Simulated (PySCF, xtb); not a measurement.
V(O)2(OH) (HO3V), SMILES [O]=[V](=[O])[OH], multiplicity 1.

GFN2-xTB (xtb) at its own geometry gives an orbital gap of 1.77 eV and a dipole moment of 6.60 D.

Coordinates come from a PBE0-D3(BJ)/def2-SVP optimisation. The geometry has at least one imaginary mode, so it is a saddle point at that level. The spin state was assumed, not searched. The values are those of a single conformer.

Problem. What does PBE/def2-TZVPD (PySCF) give? (The exact figures need the calculation; the answer reports its results.)

Solution. gap 2.35 eV (levels -6.99 and -4.64 eV), dipole 3.14 D.
